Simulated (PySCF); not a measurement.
Isomers of C5H12OP2, mass 150.036 u with the commonest isotopes. The calculation used PBE0/pcSseg-1 in PySCF (dipole) on a GFN2-xTB geometry, gas phase. One conformer each, none proved a minimum here; rigid rotors.

Problem. Order these by rotational constant C, smallest first.
A. `[CH3:1][P:2]1[CH2:3][CH2:4][PH:5](=[O:6])[CH2:7][CH2:8]1` with C1–P2–C3–C4 169°, P2–C3–C4–P5 -66°, C3–C4–P5–O6 179°, C4–P5–C7–C8 -51°
B. `[OH:1][CH2:2][P:3]([CH2:4][PH2:5])[CH:6]1[CH2:7][CH2:8]1` with H–O1–C2–P3 -62°, O1–C2–P3–C4 -69°, C2–P3–C4–P5 -174°, P3–C4–P5–H -162° and -69°, C2–P3–C6–C7 -100°
C. `[CH2:1]=[C:2]([CH3:3])[P@@:4]([CH3:5])(=[O:6])[CH2:7][PH2:8]` with C1–C2–P4–C5 57°, C2–P4–C7–P8 -68°, P4–C7–P8–H -42° and 50°

Solution. B (693.0 MHz), A (788.0 MHz), C (960.5 MHz).

Problem. Order these by rotational constant A, smallest first.
A. `[CH2:1]=[C:2]([CH3:3])[P@@:4]([CH3:5])(=[O:6])[CH2:7][PH2:8]` with C1–C2–P4–C5 57°, C2–P4–C7–P8 -68°, P4–C7–P8–H -42° and 50°
B. `[OH:1][CH2:2][P:3]([CH2:4][PH2:5])[CH:6]1[CH2:7][CH2:8]1` with H–O1–C2–P3 -62°, O1–C2–P3–C4 -69°, C2–P3–C4–P5 -174°, P3–C4–P5–H -162° and -69°, C2–P3–C6–C7 -100°
C. `[CH3:1][P:2]1[CH2:3][CH2:4][PH:5](=[O:6])[CH2:7][CH2:8]1` with C1–P2–C3–C4 169°, P2–C3–C4–P5 -66°, C3–C4–P5–O6 179°, C4–P5–C7–C8 -51°

Solution. B (1412 MHz), A (1636 MHz), C (3141 MHz).

Problem. Order these by out-of-plane moment Σ m c² = (Ia + Ib − Ic)/2, smallest first.
A. `[OH:1][CH2:2][P:3]([CH2:4][PH2:5])[CH:6]1[CH2:7][CH2:8]1` with H–O1–C2–P3 -62°, O1–C2–P3–C4 -69°, C2–P3–C4–P5 -174°, P3–C4–P5–H -162° and -69°, C2–P3–C6–C7 -100°
B. `[CH3:1][P:2]1[CH2:3][CH2:4][PH:5](=[O:6])[CH2:7][CH2:8]1` with C1–P2–C3–C4 169°, P2–C3–C4–P5 -66°, C3–C4–P5–O6 179°, C4–P5–C7–C8 -51°
C. `[CH2:1]=[C:2]([CH3:3])[P@@:4]([CH3:5])(=[O:6])[CH2:7][PH2:8]` with C1–C2–P4–C5 57°, C2–P4–C7–P8 -68°, P4–C7–P8–H -42° and 50°

Solution. A (26.97 u·Å²), B (31.26 u·Å²), C (115.21 u·Å²).

```csv
SMILES,point group,Ia (u·Å²),Ib (u·Å²),Ic (u·Å²),κ,μa (D),μb (D),μc (D)
C=C(C)[P@@](C)(=O)CP,C1,308.82,447.77,526.18,-0.50,1.62,0.77,3.19
CP1CC[PH](=O)CC1,Cs,160.91,542.95,641.35,-0.88,4.37,0.01,1.86
OCP(CP)C1CC1,C1,357.98,425.22,729.26,0.38,0.43,0.83,0.10
```
